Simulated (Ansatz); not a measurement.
Geometry optimisation, Ansatz, UKS BLYP/def2-SVP.

input.yaml

```yaml
crystal:
  periodic: [false, false, false]
  atoms:
    - { symbol: C, position_ang: [-1.06092, 0.30605, -1.2922] }
    - { symbol: Al, position_ang: [0.129, -0.50386, 0.03852] }
    - { symbol: O, position_ang: [0.92276, -1.77391, 0.66894] }
    - { symbol: O, position_ang: [0.72117, 0.83364, 1.20879] }
    - { symbol: H, position_ang: [-0.49816, 0.66405, -2.15575] }
    - { symbol: H, position_ang: [-1.60465, 1.1511, -0.86346] }
    - { symbol: H, position_ang: [-1.7842, -0.42666, -1.6519] }
    - { symbol: H, position_ang: [-0.06832, -1.89979, -0.58118] }
    - { symbol: H, position_ang: [0.54258, 1.7839, 1.2513] }
    - { symbol: H, position_ang: [1.33691, 0.58978, 1.91983] }
total_charge: 1
magnetization:
  spin_polarized: true
basis:
  gaussian: { orbitals: def2-SVP }
hamiltonian:
  xc: blyp
relax:
  f_tol: 0.02
  max_steps: 50
```

Launched with:

```bash
$ ansatz run input.yaml --threads 2 --pin off --max-ram 3072MiB --backend cpu --events-out ev --progress --plain --runs-dir out
```

**Question.** Where does it end, and by what steps?

**Answer.** The forces met the threshold. After 14 steps the energy has fallen by 4.253 eV; H8 moved furthest, 1.36 Å. Parted: Al2–H8 (1.54 → 2.48 Å). Joined: O3–H8 (1.60 → 0.97 Å).

```tsv
step	energy less start (eV)	largest force component (eV/Å)	accepted
0	0.0000	5.423	yes
1	-1.8107	3.496	yes
2	-3.0931	3.215	yes
3	-2.0801	15.097	no
4	-3.5905	2.007	yes
5	-3.8365	1.247	yes
6	-4.0022	0.569	yes
7	-4.1378	0.406	yes
8	-4.2004	0.507	yes
9	-4.2243	0.768	yes
10	-4.2446	0.481	yes
11	-4.2292	0.290	no
12	-4.2518	0.201	yes
13	-4.2530	0.031	yes
14	-4.2531	0.017	yes
```

```xyz
10
Properties=species:S:1:pos:R:3
C -1.193 0.510 -1.395
Al -0.036 -0.351 -0.115
O 0.701 -1.755 0.437
O 0.736 0.802 1.197
H -0.597 0.905 -2.244
H -1.762 1.350 -0.948
H -1.917 -0.227 -1.800
H 0.714 -2.697 0.199
H 0.641 1.768 1.343
H 1.349 0.421 1.869
```

Run time: 24 s on 2 threads of Intel(R) Xeon(R) Platinum 8488C (Sapphire Rapids), with other jobs on the host, peak memory 0.17 GiB.
